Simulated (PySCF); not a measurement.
Coordinates in bohr (charge 0 multiplicity 5):
```
Ru    0.4753   -0.0876   -0.1194
H     3.5937    0.2220    0.2336
O    -3.0142    0.4546    0.6273
H    -3.7624    1.4627    1.9331
```

Computed with UPBE0 in PySCF with Ru def2-TZVP with ECP28, H def2-TZVP, O def2-TZVP; scalar-relativistic core potentials, no spin–orbit coupling; density-fitted integrals.

This geometry of HRu(OH) is a stationary point at this level.

Problem. What is the point group?

Solution. Cs.

Problem. Is it a minimum?

Solution. Yes: all harmonic wavenumbers are real.

Problem. Which band is strongest in the infrared?

Solution. 1863 cm⁻¹ (a'), 225 km/mol.

Problem. Give the ideal-gas entropy at 298.15 K and 1 bar by parts.

Solution. translation 168.6, rotation 82.4, vibration 13.5, spin 13.4; total 277.8 J/(mol K).

This need not be the most stable arrangement of these atoms. With open d or f shells other occupations or spin states may lie lower.
